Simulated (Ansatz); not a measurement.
Species: sum formula SiAsH4, net charge 0, doublet state. It need not be the lowest isomer of its formula. 
Coordinates optimised at B3LYP-D3(BJ)/def2-TZVP (Ansatz, a program for electronic structure):
```
Si
H 1 1.4898
H 1 1.4898 2 107.93
As 1 2.3749 2 108.49 3 117.37
H 4 1.5241 1 94.33 2 168.24
H 4 1.5241 5 93.15 1 94.58
```
Charge 0, spin multiplicity 2.

Wanted: vertical electron affinity (to the singlet state of charge -1; a negative value means that the extra electron is unbound and the number depends on the basis; each state is the SCF solution reached for its spin), in eV. Cores are frozen in the correlated levels unless marked. Open shells are spin-unrestricted. No spin-orbit coupling. Frozen are the shells of the preceding noble gas and the d and f shells that filled before the atom's block. Non-relativistic. Anions need diffuse functions: def2-D sets add few. CBS marks a two-point X^-3 extrapolation of the correlation energy; Hartree-Fock from the larger set. The bracket is a focal-point correction in the basis named.

| level | program | vertical electron affinity (eV) |
|---|---|---|
| HF/def2-SVPD | Ansatz | -0.03 |

Predict the RI-MP2/CBS(def2-TZVPPD,def2-QZVPPD)+[CCSD(T)-MP2]/def2-TZVPPD result (Ansatz).

1.26 eV, so HF/def2-SVPD differs from it by -1.29 eV.
